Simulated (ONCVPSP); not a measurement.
Which setting gave this result? (Fe (Z = 26), ONCV)

Base potential:

ONCVPSP 4.0.1 input, shortened (lines: element, Z, core and valence counts, functional; n l f; lmax; l rc ep ncon nbas qcut; lloc lpopt rc5 dvloc0; l nproj debl; icmod fcfact rcfact), LDA (Perdew-Zunger), scalar-relativistic:

```
  Fe 26.00    3    4        3      upf
    1    0    2.00
    2    0    2.00
    2    1    6.00
    3    0    2.00
    3    1    6.00
    3    2    6.50
    4    0    1.50
    2
    0    1.60    0.00    4    7    7.90
    1    1.05    0.00    4    8   11.90
    2    0.90    0.00    4    8   10.10
    2    5    0.90    0.00
    0    2    1.90
    1    2    3.90
    2    0    1.80
    0    0.00    0.00
```

Cutoffs, loose and tight: the cutoffs (Ha) at which the residual kinetic energy of the hardest occupied pseudo-wave falls to 1 and 0.1 mHa per electron. They do not see the model core or the augmentation charge, which bear on the density cutoff. Test errors are all-electron minus pseudo excitation energies from the reference, over the configurations 3s2 3p6 3d6 4s2; 3s2 3p6 3d6 4s1; 3s2 3p6 3d6 4s0; 3s2 3p6 3d7 4s1; variants that change the core or the reference have their own tests.

Only the d radius is moved (3 further runs of the sweep failed or gave no value and are left out):

```
d radius (bohr)  cutoff, loose  cutoff, tight  bound ghosts  largest test error (meV)
           0.66         540 Ha         696 Ha          none                      +3.8
           0.74         428 Ha         553 Ha          none                      +2.5
           0.82         341 Ha         436 Ha          none                      -1.8
              1         212 Ha         248 Ha          none                      -4.2
```

**Question.** One more run gave cutoff, loose: 251 Ha; cutoff, tight: 290 Ha; bound ghosts: none; largest test error (meV): -3.3. Which value of the d radius was used?

**Answer.** 0.94 bohr. The loose cutoff moves one way along this sweep, from 540 Ha at 0.66 to 212 Ha at 1 bohr, which places the run between 0.82 and 1 bohr.
